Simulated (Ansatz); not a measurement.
```yaml
crystal:
  periodic: [false, false, false]
  atoms:
    - {symbol: Ag, position_ang: [-0.000460, 0.000442, 0.000402]}
    - {symbol: I, position_ang: [-1.800489, -0.143117, -1.833630]}
    - {symbol: I, position_ang: [1.800949, 0.142675, 1.833228]}
basis:
  gaussian: {orbitals: def2-SVP, point_charges: [{charge: -1.00, position_ang: [6.788, 0.214, 0.941]}]}
magnetization: {spin_polarized: true, initial_magnetization: 1}
hamiltonian: {xc: {name: PBE}}
scf: {omitted_lower_state_checks: [starts]}
output: {forces: true}
```

```sh
$ ansatz run in.yaml --threads 4 --pin off --events-out ev --progress --plain --max-ram 3916MiB
```

Shortened log:

```
Functional definition: PBE
914 factors; their error is unknown
mean field evaluation 1: about -20199.4887 eV, gradient 1.9e1 eV
mean field evaluation 2: about -20185.1558 eV, gradient 5.4e1 eV
mean field evaluation 4: about -20201.1621 eV, gradient 1.0e1 eV
mean field evaluation 8: about -20202.1779 eV, gradient 2.4e0 eV
mean field evaluation 16: about -20202.2657 eV, gradient 1.0e-4 eV
mean field -20202.26565014 eV, -742.4195690551 hartree, gradient 7.4e-6 eV, S^2 0.751191; 0 other end points of the search recorded, 0 dependent functions left out
reference -20202.26568574 eV, -742.4195703633 hartree; 35, 34 occupied and 48, 49 virtual orbitals, 914 factors
Total energy: -20202.26568574 eV, -742.4195703633 hartree
Atom 0 at    -0.000460     0.000442     0.000402 Å, force     0.083721     0.002487     0.015505 eV/Å
Atom 1 at    -1.800489    -0.143117    -1.833630 Å, force    -0.237633    -0.016607    -0.203836 eV/Å
Atom 2 at     1.800949     0.142675     1.833228 Å, force     0.235964     0.015158     0.171296 eV/Å
Dipole moment:     0.549352     0.033479     0.371909 e Å
Checks for a lower state left out: starts
```

It took 1.6 s on 4 threads of Intel Xeon 6975P-C on a shared host.

In the def2 sets Ag, I take a core potential; there is no spin–orbit coupling.
